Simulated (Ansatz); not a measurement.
Input for Ansatz (a program for electronic structure): R-CCSD(T)/aug-cc-pVDZ on C2H5F (a complex), monomers drawn apart or pushed together.

Ansatz 0.2 input:
```yaml
crystal:
  periodic: [false, false, false]
  atoms:
    - {symbol: F, position_ang: [-0.04401971, 0.39980914, -0.26978324]}
    - {symbol: H, position_ang: [-0.01821981, 0.28339397, 0.65836339]}
    - {symbol: C, position_ang: [0.41597593, -0.57156459, 3.01945943]}
    - {symbol: C, position_ang: [-0.31717730, 0.52521346, 3.17725641]}
    - {symbol: H, position_ang: [-0.03854021, -1.54922396, 2.91386288]}
    - {symbol: H, position_ang: [1.49844782, -0.53413060, 2.99924102]}
    - {symbol: H, position_ang: [0.13757524, 1.50171352, 3.29216481]}
    - {symbol: H, position_ang: [-1.39939301, 0.48659238, 3.20680347]}
basis:
  gaussian:
    orbitals: aug-cc-pVDZ
magnetization: {spin_polarized: false}
correlation: {method: ccsd_t, electrons: outside_noble_gas}
scf: {lower_state_search: off}
```

It printed:

```
WARN ansatz: RAYON_NUM_THREADS=2 ignored (pool sized by the plan → 2); use --threads N
Functional definition: HF
these checks for a lower state are left out or cut short: stability, starts, cluster_reference, orbital_swaps, neighbouring_geometries, increment
integrals: 0.19 GiB planned
1104 factors; integrals over basis functions are off by at most 1.1e-3 eV
mean field: 0.23 GiB planned
mean field evaluation 1: about -4843.3206 eV, gradient 3.4e1 eV
mean field evaluation 2: about -4843.3207 eV, gradient 3.4e1 eV
mean field evaluation 4: about -4845.8211 eV, gradient 2.9e0 eV
mean field evaluation 8: about -4845.8447 eV, gradient 9.0e-5 eV
mean field -4845.84472516 eV, -178.0815090180 hartree, gradient 8.3e-7 eV, S^2 0.000000; 0 other end points of the search recorded, 0 dependent functions left out
3 core orbitals not correlated
reference -4845.84472516 eV, -178.0815090180 hartree; 10, 10 occupied and 101, 101 virtual orbitals, 1104 factors
second order -13.87136067 eV of doubles, -0.00000000 eV of singles
coupled cluster: 0.67 GiB planned
cycle   1  -14.32454606 eV  change   -4.5e-1 eV  update   8.0e-2
cycle   2  -14.65992960 eV  change   -3.4e-1 eV  update   2.5e-2
cycle   3  -14.75017412 eV  change   -9.0e-2 eV  update   1.3e-2
cycle   4  -14.74753772 eV  change    2.6e-3 eV  update   3.2e-3
cycle   5  -14.74751361 eV  change    2.4e-5 eV  update   1.1e-3
cycle   6  -14.74791717 eV  change   -4.0e-4 eV  update   3.3e-4
cycle   7  -14.74791543 eV  change    1.7e-6 eV  update   1.0e-4
cycle   8  -14.74790593 eV  change    9.5e-6 eV  update   2.7e-5
cycle   9  -14.74791085 eV  change   -4.9e-6 eV  update   1.1e-5
perturbative correction -0.42780249 eV, -0.0157214514 hartree
Total energy: -4861.02043850 eV, -178.6392061967 hartree
Checks for a lower state left out: stability, starts, cluster_reference, orbital_swaps, neighbouring_geometries, increment
```

Self-consistency was reached.

Cost: around 9 core-seconds (rough).
